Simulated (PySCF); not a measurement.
Mg(F)(Me) (CH₃FMg), SMILES [CH3][Mg][F]. Atoms are numbered in the order given.

```xyz
6

Mg     0.0000     0.0000    -0.1335
F      0.0000     0.0000    -1.8946
C      0.0000     0.0000     1.9371
H      0.8797     0.5079     2.3438
H      0.0000    -1.0158     2.3438
H     -0.8797     0.5079     2.3438
```
Charge 0, spin multiplicity 1.

Coordinates come from a r2SCAN-D4/def2-TZVP optimisation.

Calculation: PySCF with TDA-PBE0/def2-SVPD.

Vertical excitations; the highest root listed may be one member of a degenerate set.  State labels are in the subgroup Cs.

| state | symmetry | energy (eV) | λ (nm) | f | main pairs |
|---|---|---|---|---|---|
| S1 | A' | 5.91 | 210 | 0.269 | HOMO→LUMO 95 % |
| S2 | A' | 6.46 | 192 | 0.099 | HOMO→LUMO+1 (degenerate set) |
| S3 | A" | 6.46 | 192 | 0.099 | HOMO→LUMO+2 (degenerate set) |
| S4 | A" | 7.37 | 168 | 0.043 | HOMO−1→LUMO (degenerate set) |
| S5 | A' | 7.37 | 168 | 0.043 | HOMO−2→LUMO (degenerate set) |
| S6 | A' | 7.40 | 168 | 0.014 | HOMO→LUMO+3 95 % |
| S7 | A' | 8.21 | 151 | 0.012 | HOMO−3→LUMO 85 % |
| S8 | A" | 8.43 | 147 | 0.083 | HOMO→LUMO+4, HOMO−5→LUMO (degenerate set) |
| S9 | A' | 8.43 | 147 | 0.083 | HOMO→LUMO+5, HOMO−4→LUMO (degenerate set) |
| S10 | A" | 8.43 | 147 | 0.000 | HOMO−1→LUMO+1, HOMO−2→LUMO+2 (degenerate set) |
| T1 | A' | 4.72 | 263 | 0 | HOMO→LUMO 96 % |
| T2 | A' | 6.03 | 206 | 0 | HOMO→LUMO+1 (degenerate set) |
| T3 | A" | 6.03 | 206 | 0 | HOMO→LUMO+2 (degenerate set) |
| T4 | A" | 7.13 | 174 | 0 | HOMO−1→LUMO 95 % |
Triplets are in the Tamm–Dancoff approximation.
